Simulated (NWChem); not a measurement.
System: BNH$_{3}$F; SMILES NBF

Parts of the log:

```
             Northwest Computational Chemistry Package (NWChem) 7.3.0
             --------------------------------------------------------

 CS  symmetry detected

                             Geometry "geometry" -> ""
                             -------------------------

 Output coordinates in angstroms (scale by  1.889725989 to convert to a.u.)

  No.       Tag          Charge          X              Y              Z
 ---- ---------------- ---------- -------------- -------------- --------------
    1 B                    5.0000    -0.48923228     0.06272868     0.00000000
    2 H                    1.0000    -1.68420368     0.10002468     0.00000000
    3 F                    9.0000     0.20178078     1.21452837     0.00000000
    4 N                    7.0000     0.19748972    -1.15453685     0.00000000
    5 H                    1.0000     1.20707873    -1.21673276     0.00000000
    6 H                    1.0000    -0.27516868    -2.04593270     0.00000000

 Effective nuclear repulsion energy (a.u.)      64.8450486547

      Symmetry information
      --------------------

 Group name             Cs
 Group number              2
 Group order               2
 No. of unique centers     6

                                 NWChem DFT Module
                                 -----------------

 Summary of "ao basis" -> "ao basis" (spherical)
 ------------------------------------------------------------------------------
       Tag                 Description            Shells   Functions and Types
 ---------------- ------------------------------  ------  ---------------------
 B                           6-31g*                  6       14   3s2p1d
 H                           6-31g*                  2        2   2s
 F                           6-31g*                  6       14   3s2p1d
 N                           6-31g*                  6       14   3s2p1d

      Symmetry analysis of basis
      --------------------------

        a'         36
        a"         12

            General Information
            -------------------
          SCF calculation type: DFT
          Wavefunction type:  closed shell.
          No. of atoms     :     6
          No. of electrons :    24
           Alpha electrons :    12
            Beta electrons :    12
          Charge           :     0
          Spin multiplicity:     1
          Use of symmetry is: on ; symmetry adaption is: on
          Maximum number of iterations: 150
          AO basis - number of functions:    48
                     number of shells:    24
          Convergence on energy requested:  1.00D-06
          Convergence on density requested:  1.00D-05
          Convergence on gradient requested:  5.00D-04

              XC Information
              --------------
                         B3LYP Method XC Potential
                     Hartree-Fock (Exact) Exchange  0.200
                        Slater Exchange Functional  0.800 local
                    Becke 1988 Exchange Functional  0.720 non-local
              Lee-Yang-Parr Correlation Functional  0.810
                  VWN I RPA Correlation Functional  0.190 local

             Grid Information
             ----------------
          Grid used for XC integration:  medium
          Radial quadrature: Mura-Knowles
          Angular quadrature: Lebedev.
          Tag              B.-S. Rad. Rad. Pts. Rad. Cut. Ang. Pts.
          ---              ---------- --------- --------- ---------
          B                   0.85       49           7.0       434
          H                   0.35       45           8.0       434
          F                   0.50       49           9.0       434
          N                   0.65       49           7.0       434
          Grid pruning is: on
          Number of quadrature shells:   282
          Spatial weights used:  Erf1

      Superposition of Atomic Density Guess
      -------------------------------------

 Sum of atomic energies:        -179.68685638

      Non-variational initial energy
      ------------------------------

 Total energy =    -180.817636
 1-e energy   =    -374.991449
 2-e energy   =     129.328765
 HOMO         =      -0.374173
 LUMO         =       0.097505

      Symmetry analysis of molecular orbitals - initial
      -------------------------------------------------

  Numbering of irreducible representations:

     1 a'          2 a"

  Orbital symmetries:

     1 a'          2 a'          3 a'          4 a'          5 a'
     6 a'          7 a'          8 a'          9 a"         10 a'
    11 a'         12 a"         13 a"         14 a'         15 a'
    16 a'         17 a'         18 a'         19 a"         20 a'
    21 a'         22 a'

     ---------------------------------------------
      Total Density - Mulliken Population Analysis
     ---------------------------------------------

    Atom       Charge   Shell Charges
 -----------   ------   -------------------------------------------------------
    1 B    5     4.29   2.00  0.56  1.03  0.38  0.21  0.10
    2 H    1     1.04   0.49  0.55
    3 F    9     9.49   2.00  0.95  3.46  0.98  2.10  0.01
    4 N    7     8.05   2.00  0.81  2.67  0.78  1.78  0.01
    5 H    1     0.57   0.41  0.16
    6 H    1     0.56   0.41  0.15

   convergence    iter        energy       DeltaE   RMS-Dens  Diis-err
 ---------------- ----- ----------------- --------- --------- ---------
 d= 0,ls=0.0,diis     1   -181.2861322163 -2.46D+02  1.86D-02  4.76D-01
 d= 0,ls=0.0,diis     2   -181.2874097535 -1.28D-03  8.85D-03  6.44D-01
 d= 0,ls=0.0,diis     3   -181.3421948212 -5.48D-02  1.43D-03  1.85D-02
 d= 0,ls=0.0,diis     4   -181.3435169685 -1.32D-03  5.20D-04  1.33D-03
 d= 0,ls=0.0,diis     5   -181.3436218424 -1.05D-04  1.69D-04  2.86D-04
  Resetting Diis
 d= 0,ls=0.0,diis     6   -181.3436521190 -3.03D-05  2.23D-05  1.29D-06
 d= 0,ls=0.0,diis     7   -181.3436522833 -1.64D-07  9.21D-06  1.35D-07

         Total DFT energy =     -181.343652283299
      One electron energy =     -377.603446074053
           Coulomb energy =      154.069708705959
    Exchange-Corr. energy =      -22.654963569865
 Nuclear repulsion energy =       64.845048654660

 Numeric. integr. density =       24.000002079924

                  Occupations of the irreducible representations
                  ----------------------------------------------

                     irrep           alpha         beta
                     --------     --------     --------
                     a'               10.0         10.0
                     a"                2.0          2.0

                       DFT Final Molecular Orbital Analysis
                       ------------------------------------

 Vector   10  Occ=2.000000D+00  E=-4.204288D-01  Symmetry=a'
              MO Center= -2.2D-01,  5.2D-01,  8.4D-15, r^2= 2.0D+00
   Bfn.  Coefficient  Atom+Function         Bfn.  Coefficient  Atom+Function
  ----- ------------  ---------------      ----- ------------  ---------------
    20      0.427004  3 F  py                24      0.269368  3 F  py
    19     -0.265458  3 F  px                 3     -0.218098  1 B  px
    23     -0.182352  3 F  px                15      0.152883  2 H  s
    34      0.147493  4 N  py                33      0.125551  4 N  px
    47     -0.125972  6 H  s                  7     -0.115213  1 B  px

 Vector   11  Occ=2.000000D+00  E=-3.339667D-01  Symmetry=a'
              MO Center= -6.8D-01,  3.5D-01, -5.3D-16, r^2= 1.9D+00
   Bfn.  Coefficient  Atom+Function         Bfn.  Coefficient  Atom+Function
  ----- ------------  ---------------      ----- ------------  ---------------
    19      0.390613  3 F  px                16      0.366163  2 H  s
     3     -0.282114  1 B  px                23      0.271580  3 F  px
    15      0.258713  2 H  s                 36     -0.203250  4 N  s
    34     -0.146922  4 N  py                20     -0.143259  3 F  py
    33      0.127072  4 N  px                 6      0.106538  1 B  s

 Vector   12  Occ=2.000000D+00  E=-2.870888D-01  Symmetry=a"
              MO Center=  1.3D-01, -8.8D-01,  2.5D-15, r^2= 1.3D+00
   Bfn.  Coefficient  Atom+Function         Bfn.  Coefficient  Atom+Function
  ----- ------------  ---------------      ----- ------------  ---------------
    35      0.552468  4 N  pz                39      0.455988  4 N  pz
    21     -0.198998  3 F  pz                 5      0.163989  1 B  pz
    25     -0.153765  3 F  pz                 9      0.067432  1 B  pz
    11     -0.030020  1 B  d -1

 Vector   13  Occ=0.000000D+00  E= 5.190703D-02  Symmetry=a"
              MO Center= -4.4D-01, -1.3D-02,  2.2D-16, r^2= 2.0D+00
   Bfn.  Coefficient  Atom+Function         Bfn.  Coefficient  Atom+Function
  ----- ------------  ---------------      ----- ------------  ---------------
     9      0.706906  1 B  pz                 5      0.502561  1 B  pz
    39     -0.409785  4 N  pz                35     -0.283051  4 N  pz
    25     -0.246704  3 F  pz                21     -0.236101  3 F  pz
    41      0.025277  4 N  d -1

 Vector   14  Occ=0.000000D+00  E= 8.425391D-02  Symmetry=a'
              MO Center=  4.5D-01, -1.7D+00, -2.3D-15, r^2= 2.9D+00
   Bfn.  Coefficient  Atom+Function         Bfn.  Coefficient  Atom+Function
  ----- ------------  ---------------      ----- ------------  ---------------
    36      1.658112  4 N  s                 48     -1.143038  6 H  s
    46     -1.089615  5 H  s                 38     -0.364743  4 N  py
     6     -0.293035  1 B  s                 37      0.192416  4 N  px
    32      0.188924  4 N  s                 34     -0.179233  4 N  py
     8      0.126620  1 B  py                31     -0.117893  4 N  s

[...]
```

Level: B3LYP/6-31G* (spherical d). Geometry: optimised at B3LYP/6-31G* (spherical d). B3LYP is NWChem's, with the RPA form of VWN correlation.

Question: Write an input that gives this output.

Answer: This is not unique; one that fits is the input that was run:
```
start job
memory heap 200 mb stack 900 mb global 1100 mb
geometry units angstroms noautoz
  B     -0.486616     0.073353     0.000000
  H     -1.681822     0.102167     0.000000
  F      0.196205     1.230028     0.000000
  N      0.208728    -1.139008     0.000000
  H      1.218733    -1.194037     0.000000
  H     -0.257592    -2.033736     0.000000
end
basis spherical
  * library 6-31g*
end
dft
  xc b3lyp
  iterations 150
  mulliken
end
task dft energy
```
